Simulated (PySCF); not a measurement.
Species: C2H6OS2Si.
Bonds: O1–Si2, Si2–S3, S3–C4, C4–C5, C5–S6, Si2–S6. Hydrogens: H7 on O1; H8 on Si2; H9, H10 on C4; H11, H12 on C5.

Method: PBE0-D3(BJ)/def2-SVP geometry optimisation, gas phase (PySCF 2.14.0); density fitting, grid level 1; the optimiser is geomeTRIC in internal coordinates, started from a GFN2-xTB structure with every atom displaced at random (about 0.01 Å).

Step 0: E = -33742.3623 eV
```
atom  x, y, z in Å  |  force x, y, z in eV/Å
O1      2.9022   -0.4803    0.2367    0.321   1.409  -0.827
Si2     1.5200    0.2677   -0.2453   -0.204  -0.254   0.277
S3      0.1455    0.8185    1.3214    0.695   0.549   0.069
C4     -1.2168   -0.1802    0.7387   -1.488   0.020   0.123
C5     -1.2896   -0.2757   -0.7771    0.859   0.205   0.878
S6      0.2517   -0.9986   -1.4104    0.220  -0.217  -0.325
H7      2.9163   -1.3023    0.6774   -0.176  -1.455   0.809
H8      2.0060    1.4411   -0.9661    0.190   0.362  -0.143
H9     -1.1620   -1.1684    1.2072    0.017  -0.274  -0.087
H10    -2.1506    0.3008    1.1341    0.509  -0.214  -0.246
H11    -1.4129    0.7137   -1.2078   -0.220   0.420  -0.225
H12    -2.0943   -0.9150   -1.0878   -0.723  -0.552  -0.303
```

Step 1: E = -33742.4743 eV
```
atom  x, y, z in Å  |  force x, y, z in eV/Å
O1      2.9002   -0.5166    0.2289    0.136  -0.472   0.274
Si2     1.5477    0.2950   -0.2579   -0.090   0.030   0.052
S3      0.1598    0.9041    1.2699   -0.093  -0.077  -0.069
C4     -1.2323   -0.1835    0.7465    0.291   0.108   0.034
C5     -1.2991   -0.2895   -0.7597   -0.170  -0.022  -0.187
S6      0.2654   -0.9300   -1.4671   -0.038   0.034   0.035
H7      2.8245   -1.3567    0.7107   -0.109   0.447  -0.264
H8      2.1172    1.4882   -0.9257    0.005   0.001  -0.015
H9     -1.1148   -1.1733    1.2068    0.016  -0.070   0.039
H10    -2.1389    0.2853    1.1515   -0.090   0.020   0.000
H11    -1.5216    0.6927   -1.2099    0.008  -0.077   0.038
H12    -2.0923   -0.9943   -1.0732    0.133   0.077   0.063
```

Step 2: E = -33742.4875 eV
```
atom  x, y, z in Å  |  force x, y, z in eV/Å
O1      2.8802   -0.5323    0.2422    0.138  -0.074   0.048
Si2     1.5500    0.3077   -0.2605   -0.068   0.041   0.008
S3      0.1587    0.9257    1.2566   -0.048  -0.011  -0.053
C4     -1.2121   -0.1840    0.7450    0.078   0.061   0.057
C5     -1.2980   -0.2902   -0.7618   -0.036  -0.034  -0.036
S6      0.2677   -0.9076   -1.4796    0.006   0.027  -0.012
H7      2.7506   -1.3624    0.7126   -0.075   0.037  -0.031
H8      2.1392    1.4935   -0.9255    0.009  -0.012   0.003
H9     -1.0715   -1.1730    1.2066   -0.014  -0.006  -0.016
H10    -2.1284    0.2673    1.1554   -0.010  -0.022   0.003
H11    -1.5434    0.6856   -1.2078    0.002  -0.003   0.005
H12    -2.0774   -1.0088   -1.0625    0.017  -0.005   0.025
```

Task: Estimate the geometry and energy of step 3. (The exact step hangs on the optimiser's Hessian estimate; all steps are aligned on step 2, rigid shifts and turns removed.)

Result: E = -33742.4940 eV, largest force 0.181 eV/Å
```
atom  x, y, z in Å  |  force x, y, z in eV/Å
O1      2.8577   -0.5523    0.2593    0.093   0.135  -0.058
Si2     1.5560    0.3251   -0.2641   -0.035   0.009  -0.004
S3      0.1538    0.9596    1.2335   -0.001   0.045  -0.022
C4     -1.1914   -0.1821    0.7438   -0.031  -0.007   0.017
C5     -1.2979   -0.2938   -0.7624    0.029  -0.011   0.048
S6      0.2728   -0.8734   -1.4996    0.004   0.022  -0.027
H7      2.6629   -1.3753    0.7126   -0.042  -0.159   0.075
H8      2.1764    1.4993   -0.9201    0.010  -0.007   0.010
H9     -1.0217   -1.1684    1.2025   -0.014   0.006  -0.016
H10    -2.1169    0.2417    1.1647    0.019  -0.014   0.007
H11    -1.5752    0.6746   -1.2037   -0.001   0.016  -0.023
H12    -2.0607   -1.0339   -1.0458   -0.030  -0.037  -0.007
```

The energy changes by -0.0065 eV. The first-order estimate −F·Δx gives -0.0106 eV and the mean of the old and new forces, exact on a quadratic surface, -0.0068 eV. The step makes an angle of 73° with the force vector and moves no atom by more than 0.089 Å.

The cost below is that of the whole optimisation. The run took 90 s on one thread, Arm Neoverse N1 (aarch64), no GPU, shared host, and the process peaked at 0.53 GiB of memory.
